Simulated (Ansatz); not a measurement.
C₂H₅NSSi, SMILES `C[SiH2]SC#N`, relaxed with RKS PBE0-D4/def2-TZVP in Ansatz from a PBE-D4/def2-SVP geometry. The force threshold is 0.005 eV/Å; the program also tests the step.

Charge 0, multiplicity 1.

Start:

```xyz
10

C    -0.712    1.085    0.381
Si   -0.731   -0.739   -0.045
S     0.849   -1.198   -1.528
C     2.141   -0.586   -0.611
N     3.047   -0.156    0.008
H    -1.502    1.307    1.129
H     0.269    1.367    0.814
H    -0.893    1.702   -0.521
H    -1.965   -1.173   -0.783
H    -0.503   -1.610    1.156
```

```json
{"step": "1", "energy (eV)": "-22349.3635", "largest force (eV/Å)": "1.815", "largest move (Å)": "0.000"}
{"step": "2", "energy (eV)": "-22349.4247", "largest force (eV/Å)": "0.228", "largest move (Å)": "0.073"}
{"step": "3", "energy (eV)": "-22349.4280", "largest force (eV/Å)": "0.171", "largest move (Å)": "0.033"}
{"step": "4", "energy (eV)": "-22349.4287", "largest force (eV/Å)": "0.036", "largest move (Å)": "0.015"}
{"step": "5", "energy (eV)": "-22349.4288", "largest force (eV/Å)": "0.017", "largest move (Å)": "0.001"}
{"step": "6", "energy (eV)": "-22349.4288", "largest force (eV/Å)": "0.006", "largest move (Å)": "0.005"}
{"step": "7", "energy (eV)": "-22349.4288", "largest force (eV/Å)": "0.001", "largest move (Å)": "0.001"}
```

End:

```xyz
10

C    -0.700    1.075    0.375
Si   -0.716   -0.730   -0.048
S     0.835   -1.188   -1.514
C     2.109   -0.580   -0.600
N     2.987   -0.156    0.021
H    -1.473    1.289    1.118
H     0.268    1.356    0.795
H    -0.887    1.686   -0.510
H    -1.938   -1.161   -0.772
H    -0.485   -1.590    1.136
```

Run time 20 s (4 threads of an Arm Neoverse V2 on a shared host); peak host memory 0.5 GiB.
